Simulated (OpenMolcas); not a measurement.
**Pd3+: moving the ligands**

Pd3+ with 6 ligands (fluoride) in octahedral coordination (Oh) at 2.07 Å. A charge of +0.5 e stands 2.6 Å behind each ligand. Ligand basis ANO-RCC-VDZP.
```
Pd    0.0000    0.0000    0.0000
F     2.0700    0.0000    0.0000
F     0.0000    2.0700    0.0000
F    -2.0700    0.0000    0.0000
F     0.0000   -2.0700    0.0000
F     0.0000    0.0000    2.0700
F     0.0000    0.0000   -2.0700
```

| Property | Result |
| --- | --- |
| Program | OpenMolcas |
| Method | CASSCF |
| Basis | ANO-RCC-VDZP [6s5p3d1f] |
| Scalar Hamiltonian | DKH2, point nucleus |
| Active space | 7 electrons in 5 orbitals (4d) |
| State averaging | 2S+1 = 4 even, 10 roots; 2S+1 = 2 even, 40 roots |
| Spin-orbit coupling | state interaction with AMFI integrals over the reference wave functions |

Runs around this geometry, states (labels of O, the rotations of Oh). Energies in cm-1 above the lowest state or level, χT in cm3 K/mol; under a threefold ground state the first gap can be a small split of the lowest multiplet, not the spin-orbit step; 10Dq and B are least-squares fits to the states below 45000 cm-1, weighted by degeneracy, with a free offset, and given where the rms deviation is under 5 % of |10Dq| (or 100 cm-1) and under 700 cm-1.

```csv
R (Å),Ground state,First state of that spin,10Dq,B (rms of fit),First gap with spin-orbit (degeneracies),χT at 300 K,First state of another spin
1.94,2E,19382,22055,814 (196),"4697 (4, 2)",0.523,4T1 5785
2.07,4T1,4T2 14195,16132,823 (322),"127.2 (2, 4)",2.196,2E 394.9
2.14,4T1,4T2 11916,13775,828 (340),"723.9 (2, 4)",2.916,2E 2873
```

Taking |10Dq| as R^-n, n = -ln(13775 / 22055) / ln(2.14 / 1.94) = 4.8 between the shortest and longest distance. The point-charge formula for a cubic d site gives n = 5.

The ground state changes within this set.

Without dynamic correlation the repulsion within the d shell is too large (B by tens of per cent), so at a given field states of lower spin stand too high. With metal d orbitals alone the field can be off either way by tens of per cent. Ligand-to-metal charge-transfer states are missing. With no ligand orbital active B as a rule stays too high, so bands that hang on it stand too high and its fall with covalency is understated. An orbital doublet at a regular site is open to a Jahn-Teller distortion, which this geometry leaves out (holds for R = 1.94). This shell can be high or low spin here, a state of another spin lies low, and with metal d orbitals alone active their balance is uncertain, so the ground spin may be wrong, although the usual error favours high spin (holds for R = 1.94). The least metal-like active orbital is 77 % on the metal (Löwdin) and no ligand orbital is active, so the numbers are rough (holds for R = 1.94). An orbital triplet at a regular site is open to Jahn-Teller coupling, which can distort the site and quench the lowest spin-orbit gaps and is left out (holds for R = 2.07; R = 2.14). This shell can be high or low spin here, a state of another spin lies low, and with metal d orbitals alone active their balance is uncertain, so the ground spin may be wrong (holds for R = 2.07; R = 2.14). The least metal-like active orbital is 82 % on the metal (Löwdin) and no ligand orbital is active, so the numbers are rough (holds for R = 2.07). The least metal-like active orbital is 83 % on the metal (Löwdin) and no ligand orbital is active, so the numbers are rough (holds for R = 2.14). No measured value stands beside these numbers; the geometry is a model, was not optimised and need not be the one that this ion takes.
